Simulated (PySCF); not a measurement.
**Stretching AlIn**

Set-up: Al def2-SVP, In def2-SVP with ECP28; scalar-relativistic core potentials (PySCF 2.14). Energies in eV from Al + In in their ground configurations at the same level. State: ³Π (triplet), unpaired electrons σ ↑, π ↑.

```csv
R (Å),UHF-CCSD(T)
2.602,-0.969
2.717,-1.097
2.804,-1.140
2.891,-1.150
2.978,-1.135
3.093,-1.086
3.238,-0.995
3.411,-0.858
```

Put a parabola through the three lowest points of the UHF-CCSD(T) curve and estimate Re, k and ωe (reduced mass 21.85 u; 1 eV/Å² = 0.16022 mdyn/Å; ωe = 1302.8·√(k/μ) cm⁻¹).

Through R = 2.804, 2.891, 2.978 Å the second-order coefficient is 1.65 eV/Å², so Re ≈ 2.882 Å, k ≈ 0.529 mdyn/Å and ωe ≈ 203 cm⁻¹. A polynomial fit of higher order to the unrounded UHF-CCSD(T) energies gives Re = 2.877 Å, k = 0.564 mdyn/Å, ωe = 209 cm⁻¹; anharmonicity and rounding make the difference.

The higher-order fit for each curve: UHF-CCSD(T): Re = 2.877 Å, ωe = 209 cm⁻¹, De = 1.15 eV.

Correlated steps freeze 9 core orbitals. Correlated levels converge slowly with the basis: in double zeta they bind strong bonds too weakly, by up to about 1 eV, and carry superposition errors of some tenths. These are scalar-relativistic numbers at best; spin–orbit coupling would shift them, the dissociation energy most. The state is the lowest determinant that a PBE0 search found; another state may lie lower at other levels.
